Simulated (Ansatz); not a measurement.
Basis-set extrapolation for BFH7NSi2, SMILES `B[SiH](N)[SiH2]F` (PBE0-D4/def2-TZVP geometry, frozen core, Ansatz 0.2.0). Multiplicity 1, RHF reference.

```csv
,def2-TZVPP,def2-QZVPP
HF,-760.669275,-760.696507
MP2 correlation,-0.805510,-0.870921
CCSD(T) correlation,-0.891018,not run
```

Energies in hartree. Use E(X) = E(∞) + A·exp(−7.88·√X) for Hartree–Fock and E(X) = E(∞) + B·X^(−2.97) for correlation, with X = 3 and 4, and add CCSD(T) minus MP2 of the smaller set to the MP2 limit.

What is the CCSD(T) energy at the basis-set limit?

HF limit: -760.696507 + (-0.027232) × 0.13774 = -760.70026. MP2 limit: -0.870921 + (-0.065411) × 0.74074 = -0.91937. Higher-order term: -0.891018 − (-0.805510) = -0.08551. Total: -761.70514 hartree, 3.94 eV below CCSD(T)/def2-TZVPP.
